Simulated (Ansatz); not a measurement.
System: GeI (charge 0, doublet). 
Coordinates optimised at B3LYP-D3(BJ)/def2-TZVP (Ansatz, a first-principles code):
```xyz
2

Ge     0.0000     0.0000    -1.5933
I      0.0000     0.0000     0.9620
```
Charge 0, spin multiplicity 2.

Computed values are from Ansatz. Valence correlation only, unless marked. Open shells are spin-unrestricted. No spin-orbit coupling. Frozen are the shells of the preceding noble gas and the d and f shells that filled before the atom's block. In def2 rows, elements after Kr have scalar-relativistic effective core potentials. Basis-set limits of correlation are two-point, X^-3; Hartree-Fock from the larger set.

```yaml
atomisation energy De: 299.0 kJ/mol at CCSD(T)/CBS(def2-TZVPPD,def2-QZVPPD)
vertical ionisation energy (to the singlet): 7.26 eV at CCSD(T)/CBS(def2-TZVPPD,def2-QZVPPD)
vertical electron affinity (to the triplet; negative means unbound): 1.54 eV at CCSD(T)/CBS(def2-TZVPPD,def2-QZVPPD)
total_energy: -2372.3749 Eh at CCSD(T)/CBS(def2-TZVPPD,def2-QZVPPD)
dipole_moment: 1.31 D at CCSD(T)/def2-SVPD
T1 diagnostic: 0.020 at CCSD/def2-QZVPPD
```
